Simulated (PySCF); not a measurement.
Match the calculated data to a structure.

All candidates are C6H11N.

* Rotational structure: rotational constants A, B, C: 3.861, 3.285, 2.844 GHz [PBE0-D3(BJ)/def2-SVP]
* 1H NMR: chemical shifts (computed TMS as zero) by class: 3.36 (2 H), 1.40 (4 H), 1.18 (4 H), 0.16 (1 H) ppm [GIAO KT3/pcSseg-1]
* NMR, other nuclei: isotropic shieldings of nuclei other than C and H, by class: 171 (1 N) ppm [GIAO KT3/pcSseg-1]
* Dipole: 1.19 D [B3LYP/def2-SVPD]
* Triplet: lowest triplet excitation (Tamm–Dancoff): 5.74 eV [TDA B3LYP/def2-SVPD]
* 13C NMR: chemical shifts (computed TMS as zero) by class: 58.5 (2 C), 33.1 (4 C) ppm [GIAO KT3/pcSseg-1]

Gas-phase values; electronic properties from PySCF, density fitting. Levels stand in brackets. Geometry: PBE0-D3(BJ)/def2-SVP; no solvent, vibrations or thermal averaging. NMR values are class means; diastereotopic atoms form classes of their own.

Problem. Which candidate is it?
A. `C1C[C@H]2CC[C@@H]1N2`
B. `C1CC(N2CC2)C1`
C. `C1C[C@H]2CNC[C@@H]12`

Solution. A. It is `C1C[C@H]2CC[C@@H]1N2`. Numbering: `[CH2:1]1[CH2:2][C@H:3]2[CH2:4][CH2:5][C@@H:6]1[NH:7]2`. Its formula, C6H11N, gives 2 degrees of unsaturation: 2 rings and 0 π bonds in the structure found. 6 carbons fall into 2 classes; from least to most shielded: ring sp3 carbon bound to nitrogen [C3/C6] (58.5 ppm, 2 C), ring CH2 carbon [C1/C2/C4/C5] (33.1 ppm, 4 C, up to 2.1 ppm apart in this geometry). Hydrogen classes from least to most shielded: 2 H on 2 like atoms (sp3 carbon bound to nitrogen), C3/C6 (3.36 ppm), 4 H on 4 ring CH2 carbons, C1/C2/C4/C5 (1.40 ppm), 4 H on 4 ring CH2 carbons, C1/C2/C4/C5 (1.18 ppm), 1 H on a secondary amine nitrogen, N7 (0.16 ppm). The other shieldings belong to: 171 ppm, secondary amine nitrogen [N7]. The optimised geometry has point group Cs and is an asymmetric top.

The others, at the same levels:
- `C1C[C@H]2CNC[C@@H]12` fails: it has 3 carbon classes against 2; its computed 13C shifts are 55.8 (2 C), 40.4 (2 C), 28.5 (2 C) ppm, 1H shifts are 2.87 (2 H), 2.69 (2 H), 2.52 (2 H), 2.11 (2 H), 1.67 (2 H), 0.48 (1 H) ppm and rotational constant A is 4.371 GHz (against 3.861 GHz).
- `C1CC(N2CC2)C1` fails: it has 4 carbon classes against 2; its computed 13C shifts are 67.9 (1 C), 31.9 (2 C), 25.8 (2 C), 19.4 (1 C) ppm, 1H shifts are 2.07 (2 H), 2.01 (2 H), 1.72 (1 H), 1.60 (1 H), 1.41 (1 H), 1.07 (4 H) ppm and rotational constant A is 6.909 GHz (against 3.861 GHz).

Each candidate is one conformer, not necessarily the lowest. Dipoles, sizes and rotational constants follow the conformer. The torsions of the flexible species, by atom-mapped SMILES:
- `[CH2:1]1[CH2:2][CH:3]([N:4]2[CH2:5][CH2:6]2)[CH2:7]1`: C2–C3–N4–C5 93°

The conformers of `C1C[C@H]2CC[C@@H]1N2` and `C1C[C@H]2CNC[C@@H]12` aren't listed.
